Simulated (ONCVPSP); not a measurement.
**Building the ONCV potential for C (Z = 6) (LDA (Perdew-Wang 92), scalar-relativistic).**

C (Z = 6), optimised norm-conserving Vanderbilt (ONCV), made with ONCVPSP 4.0.1 (LDA (Perdew-Wang 92), scalar-relativistic). Core [He], reference 2s1.75 2p2.25. Waves: 2s: rc 0.95 bohr, ncon 5, nbas 9, qcut 6.9 1/bohr, 2 projectors, debl 1.5 Ha; 2p: rc 2.50 bohr, ncon 4, nbas 8, qcut 6.8 1/bohr, 2 projectors, debl 1.8 Ha; d scattering state at 0.16 Ha: rc 2.25 bohr, ncon 4, nbas 7, qcut 4.7 1/bohr, 2 projectors, debl 1.4 Ha. Local part: polynomial inside 0.85 bohr (lpopt 5, dvloc0 2 Ha). Core correction: none.

All-electron outer shells of the reference configuration (LDA (PZ), scalar-relativistic, ld1.x):

```csv
shell,level (eV),outermost node (bohr),outermost maximum (bohr)
1s,-271.03,–,0.18
2s,-13.76,0.38,1.22
2p,-5.53,–,1.19
```

Does the generator finish with these settings?

Yes, a potential is produced and its reference levels are reproduced.

Estimate the cutoffs (Ha) at which the residual kinetic energy of the hardest occupied pseudo-wave falls to 1 and 0.1 mHa per electron.

20 Ha and 183 Ha.

Does the potential have ghost states?

No bound ghost flagged; GHOST(+) flags only above 600 eV.

Which valence shell sets the plane-wave cutoff?

2s: 20 Ha for 1 mHa per electron, against 12 Ha for 2p.

Tests: 2s2 2p2; 2s2 2p1; 2s2 2p0; 2s0 2p4. Which has the largest error in its energy relative to the reference configuration, and how large is it?

2s2 2p0, with +539 meV (all-electron minus pseudo) on +33.19 eV.
